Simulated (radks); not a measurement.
The numbers below are computed, except where a source is named.
Question: The nickel ion Ni7+, 21 electrons, occupied as [Ar] 3d3 (the NIST ground configuration). Level of theory: non-relativistic Kohn-Sham, SCAN, spin-polarised, spherical densities, point nucleus; open shells are filled with parallel spins first; meta-GGA in the generalised Kohn-Sham scheme (a radial shooting solver on a logarithmic mesh with Libxc functionals). Some entries of the table are withheld. Estimate them.

orbital  occ.  eigenvalue (hartree)  r(max) (bohr)  <r^2> (bohr^2)
1s up       1             -305.1035        0.03615        0.004034
1s down     1             -305.1030        0.03615        0.004034
2s up       1             -41.61066         0.2074         0.07242
2s down     1             -41.46756         0.2072         0.07204
2p up       3             -36.98190         0.1664         0.05753
2p down     3             -36.87805         0.1661         0.05715
3s up       1              -9.40789         0.6305          0.5692
3s down     1              -9.17177         0.6322          0.5771
3p up       3              -7.93106            (1)          0.5942
3p down     3              -7.69422            (2)          0.6043
3d up       3              -5.48413         0.5653          0.6168

Answer: 
(1) 3p up r(max) (bohr): 0.6268
(2) 3p down r(max) (bohr): 0.6295
